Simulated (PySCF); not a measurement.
**Electron correlation in Ag²⁺ (silver, charge +2)**

[Kr] 4d9, 2D determinant. All numbers are calculated (PySCF 2.14, scalar relativity through the core potential, in aug-cc-pVDZ-PP with ECP28MDF (5s5p4d2f, 54 functions)). Frozen: 4s2 4p6; 9 electrons correlated.

| level | correlation energy (mhartree) |
| --- | --- |
| CCSD | -220.28 |
| (T) | -3.10 |
| CCSD(T) | -223.38 |

Diagnostics: T1 = 0.0030, D1 = 0.0054, largest double amplitude 0.018.

Task: Is a single reference adequate?

Result: Yes, within this model without spin-orbit coupling: T1 lies below 0.03 and no double amplitude reaches 0.07.
